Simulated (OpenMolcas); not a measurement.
**Ne IV: effect of the IPEA shift**

* Program: OpenMolcas
* Basis: ANO-RCC-VQZP [5s4p3d2f1g]
* Scalar Hamiltonian: DKH2, point nucleus
* Active space: 5 electrons in 9 orbitals (RAS2 2s 2p; RAS3 3d, at most 2 electrons)
* State averaging: 2S+1 = 4 odd, 1 root; 2S+1 = 2 odd, 8 roots; 2S+1 = 4 even, 3 roots; 2S+1 = 2 even, 6 roots
* Spin-orbit coupling: RASSI with atomic mean-field integrals over the reference wave functions, term energies averaged over their components

Methods on the same reference wave functions:
A. RASSCF
B. SS-RASPT2, IPEA 0 Eh, imaginary shift 0.1 Eh (closed shells correlated: 1s)
C. SS-RASPT2, IPEA 0.25 Eh, imaginary shift 0.1 Eh (closed shells correlated: 1s)

Energies in eV above 2s2 2p3 4S* 3/2, the measured ground level; measured values from Moore, Atomic Energy Levels, vol. I, NSRDS-NBS 35 (1971 reprint of NBS Circular 467, 1949).

```
          Level        A       B       C  Measured
2s2 2p3 4S* 3/2   0.0000  0.0000  0.0000    0.0000
2s2 2p3 2D* 3/2   5.4812   5.169   5.170          
2s2 2p3 2D* 5/2   5.4843   5.172   5.173          
2s2 2p3 2P* 1/2   8.2113   7.811   7.812          
2s2 2p3 2P* 3/2   8.2121   7.811   7.813          
  2s 2p4 4P 5/2  23.0934  22.841  22.839   22.7957
  2s 2p4 4P 3/2  23.1619  22.910  22.907   22.8722
  2s 2p4 4P 1/2  23.2022  22.950  22.948   22.9122
  2s 2p4 2D 3/2  32.3013  31.614  31.618          
  2s 2p4 2D 5/2  32.3017  31.614  31.618
```

Deviations, from unrounded energies. A percentage is the sum of absolute deviations over the sum of measured energies, with the sign that they share, or ± where signs differ.

```
           Against measurement  Levels     A     B     C
mean absolute deviation (cm-1)       3  2400   320   310
      other configurations (%)       3  +1.3  +0.2  +0.2
```

B, C lie about equally close to measurement and A furthest from it. The largest miss of C in the table is 2s 2p4 4P 5/2, by +350 cm-1. The ranking rests on the paired levels alone, and a cruder setting can come out closer through cancelling errors.

Between B and C the level of the table that moves most is 2s 2p4 2D 3/2, by 33 cm-1 (lowest in B, highest in C).

From A to B the spin-free energies of the other terms of 2s2 2p3 shown, above 4S*, scale by factors of 0.94 to 0.95.

The lowest spin-free term lies below A's lowest term by 0.074 hartree in B, 0.073 hartree in C.

Active for correlation alone: 3d; no level in the range computed is led by a configuration that fills it, so any true level of that kind is missing. Measured partners are found by configuration, term and J. A level has none where our copy of the source lacks it or the pairing is in doubt (some pairs that miss far off the trend of their configuration count as doubtful), and it then counts in no deviation. Only configurations of the active space appear. Levels that lie high or do not pair safely by name in every column are left out.

* marks odd parity.
